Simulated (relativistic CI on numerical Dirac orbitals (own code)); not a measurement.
## Transition arrays of Nd XVI

Computed by Dirac-Coulomb-Breit CI, separate exchange-only KLI orbitals for each configuration, model QED (radiative potential, 1s self-energy scaled to tabulated hydrogen-like ionisation energies), valence Slater integrals scaled by 0.9, whole transition arrays (own radial code, finite nucleus).

Configuration list (outside the closed core [Ar] 3d10 4s2): 4p6.4d9, 4p6.4d8.4f, 4p5.4d10, 4p6.4d8.5p, 4p6.4d8.5f. Levels of other configurations are missing.

All E1 lines from the levels of 4p6.4d9; mean and standard deviation are weighted by gf, and upper levels are sorted by their leading configuration.

```
Upper configuration  Lines   Σgf  Mean (eV)  Mean (nm)  σ (eV)  Strongest line (nm)
         4p6.4d8.4f     82  97.5     156.93      7.901    2.49                7.872
           4p5.4d10      2   0.2     109.53     11.320    1.40               11.268
         4p6.4d8.5p     60   7.4     165.22      7.504    2.69                7.507
         4p6.4d8.5f     81   2.4     254.44      4.873    2.80                4.847
```

Σgf per state of the lower configuration in bins of 0.1 nm over the central range (centre: value): 4.85: 0.16, 4.95: 0.08, 7.35: 0.08, 7.45: 0.19, 7.55: 0.31, 7.65: 0.81, 7.85: 4.63, 7.95: 4.36.

(1) How do configuration mixing and the scaling of the Slater integrals move the arrays?

Results:

(1) Slater scale 0.9, no configuration mixing: 4p6.4d8.4f 155.7 ± 4.0 eV (Σgf 86.0), 4p5.4d10 126.9 ± 9.7 eV (Σgf 4.9), 4p6.4d8.5p 166.1 ± 2.4 eV (Σgf 11.0), 4p6.4d8.5f 254.0 ± 2.8 eV (Σgf 5.0); Slater scale 1: 4p6.4d8.4f 160.2 ± 2.6 eV (Σgf 91.9), 4p5.4d10 108.2 ± 1.4 eV (Σgf 0.2), 4p6.4d8.5p 162.0 ± 3.1 eV (Σgf 15.0), 4p6.4d8.5f 254.6 ± 2.9 eV (Σgf 2.3); Slater scale 0.8: 4p6.4d8.4f 153.6 ± 2.5 eV (Σgf 94.3), 4p5.4d10 110.9 ± 1.4 eV (Σgf 0.2), 4p6.4d8.5p 165.2 ± 2.9 eV (Σgf 8.6), 4p6.4d8.5f 254.3 ± 2.7 eV (Σgf 2.5). With mixing, levels are counted to their leading configuration, so an array can shrink or vanish into another, and the sums then hold other lines.
